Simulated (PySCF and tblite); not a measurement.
Values are calculated unless marked as measured or tabulated.
C4H7FO2S, numbered as in [O:1]=[S:2]1(=[O:3])[CH2:4][CH2:5][C@H:6]([F:7])[CH2:8]1.

Conformers came from 200 starts (ETKDG and KDG, MMFF94s, GFN2-xTB); geometries are GFN2-xTB. Energies: PBE0-D3(BJ)/def2-SVP (IEF-PCM, acetone), with GFN2-xTB thermal terms (modes under about 100 cm⁻¹ blended into free rotors). Symmetry numbers and mirror images are counted. Conformers within 2.5 kcal/mol (GFN2-xTB free energy) were kept, 4 at most. (PySCF 2.14, tblite 0.8.)

The 5-ring runs over atoms 2–4–5–6–8.

```csv
conformer,shape,symmetry
1,"5-ring between envelope and twist (ring torsions -40, 52, -36, 11, 17°)",C1
2,"5-ring envelope (ring torsions 46, -48, 23, 4, -29°)",C1
```

(1) Which of these conformers is the most populated at 298.15 K, and with what share?

(2) Give the DFT energies and free energies relative to the lowest, and all weights.

(3) How does its share change from 250 K to 350 K?

## Answers

(1) Conformer 2, about 95 %.

(2) 
| conformer | shape | E(DFT) kcal/mol | G(298.15 K) kcal/mol | weight % |
| --- | --- | --- | --- | --- |
| 1 | 5-ring between envelope and twist (ring torsions -40, 52, -36, 11, 17°) | 1.87 | 1.81 | 4.5 |
| 2 | 5-ring envelope (ring torsions 46, -48, 23, 4, -29°) | 0.00 | 0.00 | 95.5 |

(3) From 98 % to 93 %; the mixing entropy goes from 0.23 to 0.51 cal/(mol K).


Conformer gaps in def2-SVP on xTB geometries can be 2 kcal/mol too large for S=O, P=O and other polar bonds.